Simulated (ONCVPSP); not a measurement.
# Configuration tests for Ru (Z = 44) (ONCV)

- Element: ruthenium
- Generator: ONCVPSP 4.0.1
- Type: optimised norm-conserving Vanderbilt (ONCV)
- Functional: LDA (Perdew-Zunger)
- Relativity: scalar-relativistic
- Frozen core: [Ar] 3d10
- Valence charge: 16
- Reference configuration: 4s2 4p6 4d7 5s1
- Partial waves: 4s+5s: rc 1.35 bohr, ncon 3, nbas 7, qcut 8.9 1/bohr, 2 projectors; 4p: rc 1.35 bohr, ncon 3, nbas 8, qcut 8.4 1/bohr, 2 projectors, debl 2.7 Ha; 4d: rc 2.30 bohr, ncon 4, nbas 8, qcut 5.9 1/bohr, 3 projectors, debl 2.4 Ha
- Local potential: polynomial inside 1.05 bohr (lpopt 3, dvloc0 0 Ha)
- Core correction: polynomial model core, fcfact 0.35

Energies are relative to the spin-unpolarised reference configuration 4s2 4p6 4d7 5s1; without spin polarisation the order of configurations can differ from experiment.

Question: Give the all-electron excitation energy and the error of the potential for: 4s2 4p6 4d7 5s0; 4s2 4p6 4d6 5s0; 4s2 4p6 4d5 5s0; 4s2 4p5 4d7 5s1.

Answer:

```
valence configuration  charge  ΔE all-electron (eV)  error AE − PS (meV)
      4s2 4p6 4d7 5s0      +1                 7.613                 +1.3
      4s2 4p6 4d6 5s0      +2                26.051                 +4.7
      4s2 4p6 4d5 5s0      +3                56.899                  +87
      4s2 4p5 4d7 5s1      +1                52.514                 -168
```
